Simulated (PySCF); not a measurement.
**Dipole response of Ag⁻ (silver, charge -1)**

[Kr] 4d10 5s2, closed-shell 1S. Computed with PySCF 2.14 in aug-cc-pVTZ-PP with one added diffuse shell each of s, p, d, f, g type with ECP28MDF (7s7p6d4f3g, 113 functions), with scalar relativity through the core potential. Coupled (time-dependent) response in atomic units; α is the mean over directions.

```tsv
method	mean α (bohr³)	C₆ (like pair)	S(−4)
UHF	495.5	9935	237200
```

S(−4) is the Cauchy moment in α(ω) = α(0) + S(−4) ω² + …

α(iu) at UHF:

```json
{"u (hartree)": "0", "α(iu) (bohr³)": "495.5"}
{"u (hartree)": "0.0500", "α(iu) (bohr³)": "257.7"}
{"u (hartree)": "0.100", "α(iu) (bohr³)": "124.0"}
{"u (hartree)": "0.200", "α(iu) (bohr³)": "48.08"}
{"u (hartree)": "0.300", "α(iu) (bohr³)": "27.25"}
{"u (hartree)": "0.500", "α(iu) (bohr³)": "13.89"}
{"u (hartree)": "0.750", "α(iu) (bohr³)": "8.433"}
{"u (hartree)": "1.00", "α(iu) (bohr³)": "5.964"}
{"u (hartree)": "1.50", "α(iu) (bohr³)": "3.616"}
{"u (hartree)": "2.00", "α(iu) (bohr³)": "2.474"}
{"u (hartree)": "3.00", "α(iu) (bohr³)": "1.379"}
{"u (hartree)": "5.00", "α(iu) (bohr³)": "0.6015"}
```

A single London oscillator, α(iu) = α/(1 + u²/ω²), gives C₆ = (3/4) ω α². Matching the computed C₆ needs ω = 4 × 9935 / (3 × 495.5²) = 0.0540 hartree.

For an ion, C₆ is the dispersion term alone; charge-induced terms of lower order in 1/R come first.

Energies and moments cover only the electrons outside the core potential.
